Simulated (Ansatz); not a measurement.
Mulliken charges of BGeH5O (`B[O][GeH3]`) from PBE/def2-TZVPP in Ansatz (PBE0-D4/def2-TZVP geometry).

| atom | x (Å) | y (Å) | z (Å) | charge (e) |
| --- | --- | --- | --- | --- |
| B1 | -0.692 | 0.952 | -1.038 | 0.049 |
| O2 | 0.382 | 0.713 | -0.272 | -0.281 |
| Ge3 | 0.626 | -0.708 | 0.803 | 0.300 |
| H4 | -1.623 | 0.184 | -1.057 | -0.030 |
| H5 | -0.695 | 1.954 | -1.701 | -0.022 |
| H6 | 0.819 | -0.140 | 2.213 | -0.005 |
| H7 | 1.892 | -1.407 | 0.296 | -0.005 |
| H8 | -0.616 | -1.605 | 0.700 | -0.007 |

Task: By hand: the dipole of these point charges (1 e Å = 4.8032 D).

Result: Σ q r = (0.101, -0.396, 0.318) e Å, of length 0.518 e Å = 2.49 D.

Task: How does the dipole of the full density compare? (Best estimate.)

Result: Computed: (0.092, -0.302, 0.252) e Å, 1.94 D; the point charges give 1.28 times that, at 2° from its direction.

Point charges leave out the atoms' own dipoles, such as those of lone pairs, and Mulliken's split depends on the basis, so the two needn't agree.
